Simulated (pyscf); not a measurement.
PySCF, gas phase, ωB97X-D3(BJ)/def2-SVP geometries. MP2 and CC: frozen core, UHF for open shells. ΔMP2 is the change of the MP2 total energy from the triple- to the quadruple-zeta basis.

SMILES: [F][GaH][SeH]
```xyz
5

F      1.4607    -1.4023    -0.0910
Ga     0.0969    -0.6119    -0.8670
Se    -0.3442     1.4850    -0.0501
H     -0.6529    -1.3763    -1.9870
H      0.7712     1.3850     0.8973
```
Charge 0, spin multiplicity 1.

Problem. How much does it cost (ΔH, 298 K, CCSD(T)/def2-TZVPP + ΔMP2(QZVPP)) to split F–GaH–SeH (SMILES [F][GaH][SeH]) at its Ga–Se bond into [F–GaH]• + SeH•?

Solution. Ga–Se to [F–GaH]• + SeH•: 339.7 kJ/mol. The radicals are drawn with the spin at the cut bond; how far it spreads was not checked. The CCSD(T) − MP2 part came from Ansatz, without density fitting, on the same reference. The frozen core leaves the outer d or s,p core shells of the metals and heavy elements correlated in the MP2 and CC values, and def2-TZVPP describes them poorly, which can shift differences by a few kcal/mol. Left out: the spin-orbit lowering of SeH, which is large for Br, Se, Te and I. Elements up to Kr have no core potential and no relativistic terms here.
